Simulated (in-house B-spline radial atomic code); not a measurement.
Co³⁺ is squeezed into an impenetrable sphere of radius R (the orbitals vanish at R). No spin polarisation. Computed with a radial B-spline atomic code at the basis-set limit: scalar-relativistic (X2C) PBE, spherical fractional occupations, Fermi nucleus of rms radius 3.7875 fm.

Energies in eV above the free ion in [Ar] 3d6:

```tsv
R (bohr)	highest level (eV)	[Ar] 3d6	[Ne] 3s2 3p5 3d7
7.93	-45.2	0	58.65
6.77	-45.2	1.888e-05	58.65
5.05	-45.2	0.004017	58.65
3.94	-45	0.1103	58.76
3.39	-44.6	0.5377	59.22
3.12	-44	1.16	59.9
2.5	-40.6	6.958	66.2
2.03	-31.9	29.88	90.64
1.84	-24.3	56.33	118.3
1.55	-2.22	157.5	222.1
```

(1) Does [Ne] 3s2 3p5 3d7 fall below [Ar] 3d6 under compression?

## Answers

(1) No, it stays above over the whole range.
